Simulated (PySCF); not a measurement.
Delta-SCF ions had no search for a lower state. Excitations are Tamm–Dancoff values on a coarser integration grid. The basis has no diffuse functions, so Rydberg states are missing or too high.

## C3H5, SMILES `C=[C+]C` (charge 1, multiplicity 1)

The numbers are results of M06-2X/def2-TZVP // B3LYP-D3(BJ)/def2-TZVP in PySCF, not measurements.

The HOMO is -16.41 eV, the LUMO comes out as -8.37 eV and the HOMO–LUMO gap is 8.04 eV. The S1 excitation (TDA) is 3.18 eV. The S1 oscillator strength comes out as 0.000 and the T1 excitation (TDA) comes out as 2.78 eV. The S1–T1 gap (TDA) is 0.40 eV and the vertical ionisation energy (Delta-SCF) comes out as 17.81 eV. The adiabatic ionisation energy (no zero-point term) is 17.46 eV. The hole reorganisation energy (four-point) is 0.747 eV and the total energy is -116.9279 Ha. The cost comes out as very roughly 6 core-minutes.

Bond lengths (Å): C1–C2 1.264, C1–H4 1.093, C1–H5 1.094, C2–C3 1.402, C3–H6 1.094, C3–H7 1.093, C3–H8 1.115. Bond angles (°): C2–C1–H4 121.7, C2–C1–H5 120.4, H4–C1–H5 117.9, C1–C2–C3 178.1, C2–C3–H6 113.2, C2–C3–H7 113.2, C2–C3–H8 102.4, H6–C3–H7 114.1, H6–C3–H8 106.3, H7–C3–H8 106.3.
Charge +1, spin multiplicity 1.
